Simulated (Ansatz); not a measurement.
Two isomers of CH7FSSi2: A = `CS[SiH](F)[SiH3]`, B = `FC([SiH3])[SiH2]S`.

Calculated with Ansatz (gas phase, PBE0-D4/def2-TZVP geometries, no zero-point term in ΔE). CCSD(T)/CBS adds triple-zeta CCSD(T) − MP2 to the extrapolated MP2 energy (def2 sets, frozen cores). Functionals use def2-TZVPP. B3LYP here is the variant with VWN-RPA as its local correlation; programs differ in this. Each species was taken in one conformer, which may not be the lowest.

A:

Z-matrix (Å, degrees):
```
C
S 1 1.818
H 1 1.089 2 106.7
H 1 1.089 2 110.8 3 118.7
H 1 1.089 2 110.8 3 -118.7
Si 2 2.109 1 101.2 3 -171.8
Si 6 2.341 2 107.1 1 167.1
F 6 1.608 2 112.0 1 -72.4
H 6 1.487 2 108.8 1 43.2
H 7 1.486 6 110.1 2 48.0
H 7 1.487 6 109.0 2 -71.9
H 7 1.487 6 110.0 2 168.5
```

B:

Z-matrix (Å, degrees):
```
C
Si 1 1.896
Si 1 1.892 2 115.0
F 1 1.410 2 108.9 3 -121.2
H 1 1.098 2 109.0 3 121.9
H 2 1.484 1 109.9 3 57.6
H 2 1.487 1 107.6 3 -61.7
H 2 1.485 1 110.0 3 178.6
S 3 2.132 1 110.9 2 -179.5
H 3 1.485 1 108.5 2 -56.5
H 3 1.484 1 109.2 2 63.8
H 9 1.345 3 93.3 1 56.5
```

**Question.** Which is lower in electronic energy at CCSD(T)/CBS, and by how much? (Estimate.)

**Answer.** Computed: A, by 208.1 kJ/mol.

**Question.** Give E(B) − E(A) in kJ/mol with B3LYP, r2SCAN-D4, B2PLYP, B3LYP-D4, CCSD/def2-TZVPP, CCSD(T)/def2-TZVPP, HF/def2-TZVPP. (Estimate.)

**Answer.** Computed: B3LYP 202.7, r2SCAN-D4 205.8, B2PLYP 205.5, B3LYP-D4 201.9, CCSD/def2-TZVPP 202.8, CCSD(T)/def2-TZVPP 202.6, HF/def2-TZVPP 205.1. None reverses the order clearly.

Largest T1 diagnostic: 0.012.

From PBE to PBE0 (25 % exact exchange), in def2-TZVPP and without D4, E(B) − E(A) moves by +3.3 kJ/mol.
